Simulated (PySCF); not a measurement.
Si(Cl)(Br)(OH)(OMe) (CH₄BrClO₂Si), SMILES Cl[Si](O)(OC)Br. Atoms are numbered in the order given.

```xyz
10

C     -2.3699    -0.0847    -1.4087
O     -1.2890     0.7569    -1.0442
Si     0.1804     0.2687    -0.5335
O      0.9095    -0.5852    -1.7355
Cl     1.2436     1.9504    -0.0368
Br    -0.0041    -1.0239     1.2812
H     -2.1050    -0.7247    -2.2670
H     -2.6751    -0.7283    -0.5658
H     -3.2186     0.5548    -1.6904
H      1.7310    -1.0494    -1.5337
```

Geometry: B3LYP-D3(BJ)/def2-SVP. The values are those of a single conformer.

Computed with B3LYP-D3(BJ)/def2-SVP run with PySCF.

Frequencies are harmonic and unscaled.

| mode | ν (cm⁻¹) | IR (km/mol) | moving atoms (share of kinetic energy) |
|---|---|---|---|
| 1 | 56 | 3.3 | C 39 %, H 26 %, O 22 %, Br 10 % |
| 2 | 93 | 1.1 | H 98 % |
| 3 | 118 | 8.9 | C 32 %, H 22 %, O 19 %, Cl 17 %, Br 8 % |
| 4 | 142 | 4.2 | Cl 43 %, Br 21 %, O 14 %, H 9 % |
| 5 | 174 | 28.9 | H 54 %, O 16 %, Cl 11 %, Br 10 % |
| 6 | 241 | 19.0 | O 39 %, Si 24 %, Cl 15 %, H 9 %, C 9 % |
| 7 | 260 | 45.0 | O 61 %, H 27 % |
| 8 | 275 | 29.9 | O 57 %, Br 27 %, H 12 % |
| 9 | 336 | 1.7 | O 40 %, Cl 34 %, H 10 %, C 9 % |
| 10 | 428 | 73.5 | Si 45 %, O 32 %, Br 11 % |
| 11 | 594 | 246.8 | Si 63 %, Cl 25 %, O 10 % |
| 12 | 773 | 114.0 | H 56 %, O 22 %, Si 12 %, C 10 % |
| 13 | 824 | 242.4 | O 33 %, Si 32 %, H 25 %, C 9 % |
| 14 | 949 | 80.4 | Si 41 %, O 41 %, H 15 % |
| 15 | 1153 | 248.1 | O 39 %, C 30 %, H 27 % |
| 16 | 1176 | 0.5 | H 77 %, C 18 % |
| 17 | 1211 | 135.8 | H 50 %, O 26 %, C 21 % |
| 18 | 1474 | 6.2 | H 96 % |
| 19 | 1475 | 3.5 | H 89 %, C 9 % |
| 20 | 1477 | 5.2 | H 96 % |
| 21 | 3015 | 50.2 | H 97 % |
| 22 | 3095 | 24.7 | H 90 %, C 10 % |
| 23 | 3131 | 20.7 | H 90 %, C 10 % |
| 24 | 3874 | 124.3 | H 94 % |
